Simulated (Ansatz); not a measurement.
The cluster TlCl₂⁺. The state is a triplet with charge 1. Geometry r2SCAN-D4/def2-TZVP, that of the neutral doublet; atoms count from 1.

```xyz
3

Tl   -0.1540   -0.0633    0.6964
Cl    0.7161   -2.1001   -0.4005
Cl   -0.5621    2.1634   -0.2958
```

In the def2 sets Tl takes a core potential; there is no spin–orbit coupling. At PBE0-D4/def2-TZVP a singlet of charge 1 lies 1.30 eV below the triplet at the same geometry. The structure comes from a short search, and lower isomers may exist.

**Question.** Estimate the Mulliken populations from the PBE0/def2-TZVP orbitals of Ansatz.

**Answer.** 
```
atom  charge (e)  spin (α − β)
 Tl1        0.89          0.42
 Cl2        0.06          0.79
 Cl3        0.06          0.79
```
Mulliken values and Mayer orders depend strongly on the basis.

**Question.** Where does the spin sit?

**Answer.** Summed by element: Tl 0.42, Cl 1.58, of 2 unpaired in all. Largest on single atoms: Cl2 0.79, Cl3 0.79, Tl1 0.42.

**Question.** And the Mayer bond orders between bonded heavy atoms (over 0.3)?

**Answer.** Tl1–Cl2 0.74 (2.47 Å); Tl1–Cl3 0.74 (2.47 Å). Values over 0.3 also appear between atoms too far apart for a bond (Cl2–Cl3 0.46 at 4.45 Å); they arise where an orbital or an unpaired electron spreads over both atoms.
